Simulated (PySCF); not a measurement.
# Gd(50+) (gadolinium, charge +50): Hartree-Fock from Schrödinger to Dirac-Coulomb-Breit

Occupied: 1s1/2, 2s1/2, 2p1/2, 2p3/2, 3s1/2, 3p1/2. Hartree-Fock calculated with PySCF 2.14 in an even-tempered Gaussian basis (20 s from 5.8 bohr⁻², ratio 2.3; 16 p from 6.9 bohr⁻², ratio 2.3), Gaussian nucleus throughout. NR is non-relativistic, sf-X2C the spin-free one-electron X2C Hamiltonian, X2C adds the bare one-electron spin-orbit term, X2C-SNSO screens it by Boettger's factors, DC is four-component Dirac-Coulomb, and the Gaunt and Breit terms are added at first order (total energies over the DC spinors, levels after relaxing the spinors in that mean field). QED terms are absent. Levels marked empty are virtual spinors of this ion; the basis has s and p functions only, so 3d, which can lie below the n = 4 levels, is absent.

| level (eV) | X2C | X2C-SNSO |
| --- | --- | --- |
| 1s1/2 | -54050.1 | -54051.0 |
| 2s1/2 | -11835.6 | -11836.0 |
| 2p1/2 | -11456.3 | -11438.0 |
| 2p3/2 | -10698.7 | -10705.6 |
| 3s1/2 | -4716.7 | -4716.8 |
| 3p1/2 | -4587.0 | -4582.4 |
| 3p3/2 (empty) | -4294.0 | -4295.8 |
| 4s1/2 (empty) | -2453.1 | -2453.1 |

Question: Where do the four-component calculations put these levels?

Answer: 1s1/2: DC -54103.3, DC+Gaunt -53950.9, DC+Breit -53961.4; 2s1/2: DC -11842.9, DC+Gaunt -11826.9, DC+Breit -11828.1; 2p1/2: DC -11441.7, DC+Gaunt -11414.2, DC+Breit -11417.0; 2p3/2: DC -10710.6, DC+Gaunt -10692.1, DC+Breit -10694.8; 3s1/2: DC -4718.5, DC+Gaunt -4714.5, DC+Breit -4715.0; 3p1/2: DC -4583.3, DC+Gaunt -4576.3, DC+Breit -4577.3; 3p3/2 (empty): DC -4296.9, DC+Gaunt -4292.4, DC+Breit -4293.3; 4s1/2 (empty): DC -2453.7, DC+Gaunt -2452.2, DC+Breit -2452.4 (eV).

```csv
Hamiltonian,E (hartree),E − E(DC) (hartree),CPU seconds
X2C,-8750.3091,2.5932,0.35
X2C-SNSO,-8749.5571,3.3452,0.34
DC,-8752.9023,0.0000,17
DC+Gaunt,-8743.2516,9.6507,31
DC+Breit,-8744.1286,8.7737,97
```

Weight of the small component: 1s1/2 0.0569, 2s1/2 0.0130, 2p1/2 0.0129, 2p3/2 0.0120, 3s1/2 0.00494, 3p1/2 0.00487, 3p3/2 0.00460, 4s1/2 0.00247.

Koopmans' value for the highest occupied level at DC+Breit: 4577.3 eV, against an ionisation energy of 4578 ± 4 eV (theoretical estimate listed by NIST; NIST Atomic Spectra Database, ionization energies); the former lacks relaxation, correlation, QED and recoil.

The whole ladder took 150 s of wall time on 1 thread of Intel(R) Xeon(R) Platinum 8488C (shared host), launched as `OMP_NUM_THREADS=1 python relrun2.py TASK.json OUT` (a driver that calls PySCF for each Hamiltonian).
